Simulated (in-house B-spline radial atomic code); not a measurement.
A fraction x of an electron is removed from 3p in Cu+, starting from [Ar] 3d10 and keeping the highest spin. All numbers are computed (scalar-relativistic (X2C) wB97X, spin-polarised, spherical fractional occupations; Fermi nucleus of rms radius 3.8823 fm) with an all-electron radial atomic-structure program (B-spline basis), not measured.

Caution: exact exchange at fractional occupations of open shells leaves self-interaction of up to several eV.

| x | E(x) - E(0) (eV) | 3p down level (eV) |
| --- | --- | --- |
| 0 | 0.0000 | -87.595 |
| 0.08 | 7.0440 | -88.509 |
| 0.14 | ? | ? |
| 0.35 | 31.3791 | -91.803 |
| 0.45 | 40.6238 | -93.098 |
| 0.5 | 45.2952 | -93.759 |
| 0.55 | 49.9999 | -94.430 |
| 0.64 | 58.5537 | -95.660 |
| 0.82 | 75.9996 | -98.201 |
| 0.9 | ? | ? |
| 1 | 93.9120 | -100.843 |

Task: What belongs in the row x = 0.14?

Result: An energy change of 12.3756 eV; 3p down at -89.214 eV.

Task: What belongs in the row x = 0.9?

Result: An energy change of 83.9020 eV; 3p down at -99.363 eV.

Task: Check Janak's theorem between x = 0.35 and 0.45.

Result: The slope of the energy is 92.45 eV; the orbital levels give 92.45 eV (-ε of the emptying orbital, averaged over the two points).
